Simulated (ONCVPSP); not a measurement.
## Which change was made? (V, ONCV)

| Quantity | Value |
| --- | --- |
| Element | vanadium |
| Generator | ONCVPSP 4.0.1 |
| Type | optimised norm-conserving Vanderbilt (ONCV) |
| Functional | LDA (Perdew-Zunger) |
| Relativity | scalar-relativistic |
| Frozen core | [Ar] |
| Valence charge | 5 |
| Reference configuration | 3d4 4s1 |
| Partial waves | 4s: rc 2.90 bohr, ncon 3, nbas 7, qcut 2 1/bohr, 2 projectors, debl 2.4 Ha; p scattering state at 0.33 Ha: rc 2.85 bohr, ncon 4, nbas 8, qcut 3.2 1/bohr, 2 projectors, debl 0.5 Ha; 3d: rc 1.85 bohr, ncon 3, nbas 8, qcut 7 1/bohr, 1 projector |
| Local potential | polynomial inside 1.55 bohr (lpopt 5, dvloc0 2 Ha) |
| Core correction | Teter function fitted to the true core (icmod 2), fcfact 0.25 |

In the p channel the program set the typed energies aside and used 0.050, 0.550 Ha.

Cutoffs, loose and tight: the cutoffs (Ha) at which the residual kinetic energy of the hardest occupied pseudo-wave falls to 1 and 0.1 mHa per electron. They do not see the model core or the augmentation charge, which bear on the density cutoff. Test errors are all-electron minus pseudo excitation energies from the reference, over the configurations 3d3 4s2; 3d3 4s1; 3d3 4s0; 3d3.5 4s1.5; variants that change the core or the reference have their own tests.

The base gives: outcome: generated, projector energies reset by the program; cutoff, loose: 21 Ha; cutoff, tight: 24 Ha; bound ghosts: none; GHOST(+) flags above zero: s; largest test error (meV): -116.

Problem. After one change the result is: outcome: generated, projector energies reset by the program; cutoff, loose: 21 Ha; cutoff, tight: 24 Ha; bound ghosts: p; GHOST(+) flags above zero: s; largest test error (meV): -116. Which change was it?
A. core [Ne] 3s2, valence charge 11; reference 3p6 3d3 4s2; waves now 4s: rc 2.95 bohr, ncon 4, nbas 8, qcut 2.8 1/bohr, 2 projectors, debl 0.7 Ha; 3p: rc 1.00 bohr, ncon 4, nbas 8, qcut 9.2 1/bohr, 2 projectors, debl 2.8 Ha; 3d: rc 2.15 bohr, ncon 5, nbas 10, qcut 7.4 1/bohr, 2 projectors, debl 1.4 Ha; local potential polynomial inside 0.70 bohr (lpopt 3, dvloc0 6 Ha)
B. p: rc 1.92
C. all radii but the core radius scaled by about 0.77 (s 2.22, p 2.18, d 1.42 bohr); local potential polynomial inside 1.20 bohr (lpopt 5, dvloc0 2 Ha)
D. p: qcut 4.6

Solution. D. The others give: core [Ne] 3s2, valence charge 11; reference 3p6 3d3 4s2; waves now 4s: rc 2.95 bohr, ncon 4, nbas 8, qcut 2.8 1/bohr, 2 projectors, debl 0.7 Ha; 3p: rc 1.00 bohr, ncon 4, nbas 8, qcut 9.2 1/bohr, 2 projectors, debl 2.8 Ha; 3d: rc 2.15 bohr, ncon 5, nbas 10, qcut 7.4 1/bohr, 2 projectors, debl 1.4 Ha; local potential polynomial inside 0.70 bohr (lpopt 3, dvloc0 6 Ha) → outcome: generated; cutoff, loose: 32 Ha; cutoff, tight: 95 Ha; bound ghosts: s; GHOST(+) flags above zero: none; largest test error (meV): +186 | p: rc 1.92 → outcome: generated; cutoff, loose: 21 Ha; cutoff, tight: 24 Ha; bound ghosts: p; GHOST(+) flags above zero: s, p; largest test error (meV): -116 | all radii but the core radius scaled by about 0.77 (s 2.22, p 2.18, d 1.42 bohr); local potential polynomial inside 1.20 bohr (lpopt 5, dvloc0 2 Ha) → outcome: generated; cutoff, loose: 91 Ha; cutoff, tight: 176 Ha; bound ghosts: p; GHOST(+) flags above zero: s; largest test error (meV): -96.
